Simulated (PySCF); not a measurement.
A side-by-side comparison of computed properties.

First species: C₂H₅Cl₃SSi.
SMILES: `CS[Si@H](Cl)C(Cl)Cl`

Second species: C4H9ClSSi.
InChI=1S/C4H9ClSSi/c1-3-4-7(5)6-2/h3,7H,1,4H2,2H3/t7-/m0/s1

Levels: CAM-B3LYP/def2-SVPD for dipole moment, HOMO energy, LUMO energy, HOMO–LUMO gap, static isotropic polarisability and electronic spatial extent ⟨r²⟩ about the centre of nuclear charge; TDDFT CAM-B3LYP/def2-SVPD for lowest singlet excitation; TDA CAM-B3LYP/def2-SVPD for lowest triplet excitation (Tamm–Dancoff); GFN2-xTB for rotational constant A and rotational constant C. Geometries: GFN2-xTB. All species are isolated and taken at one optimised geometry, non-relativistic unless stated; the electronic structure was computed with PySCF and density fitting.

Dipoles, sizes and rotational constants follow the conformer. The torsions of the flexible species, by atom-mapped SMILES:
- `[CH3:1][S:2][Si@H:3]([Cl:4])[CH:5]([Cl:6])[Cl:7]`: C1–S2–Si3–Cl4 -49°, S2–Si3–C5–Cl6 -66°
- `[CH2:1]=[CH:2][CH2:3][Si@@H:4]([Cl:5])[S:6][CH3:7]`: C1–C2–C3–Si4 -109°, C2–C3–Si4–Cl5 179°, C3–Si4–S6–C7 -168°

(1) Which of the two has the higher rotational constant C, and by how much?

(2) Which has the higher S1 energy?

(3) Which has the higher HOMO energy?

(4) Which has the higher T1 energy?

(5) Which has the higher LUMO energy?

(6) Which of the two has the higher dipole moment, and by how much?

(7) Which has the higher static isotropic polarisability?

(8) Which has the higher rotational constant A?

Results:

(1) The second: 0.675 GHz against 0.495 GHz, a difference of 0.180 GHz.

(2) The second: 5.57 eV against 5.48 eV, a difference of 0.09 eV.

(3) The second: -8.31 eV against -8.69 eV, a difference of 0.38 eV.

(4) The first: 5.13 eV against 4.35 eV, a difference of 0.78 eV.

(5) The second: 0.71 eV against 0.36 eV, a difference of 0.35 eV.

(6) The first: 2.34 D against 0.59 D, a difference of 1.75 D.

(7) The first: 110.9 au against 109.4 au, a difference of 1.5 au.

(8) The second: 1.866 GHz against 1.346 GHz, a difference of 0.520 GHz.

On the first: The dipole equals about 7.8 × 10⁻³⁰ C·m (1 D = 3.33564 × 10⁻³⁰ C·m). A dipole of 2.34 D is allowed in C1, and pure rotational transitions are dipole-allowed.

On the second: The polarisability is 16.21 Å³ as a volume (1 au = 0.148185 Å³), or 1.37 au for each of the 80 electrons. The vertical singlet–triplet gap S1 − T1 is 1.22 eV (TDDFT singlet less Tamm–Dancoff triplet; S1: HOMO→LUMO, weight 0.61; T1: HOMO−1→LUMO+1, weight 0.31, beside HOMO−1→LUMO, weight 0.29).
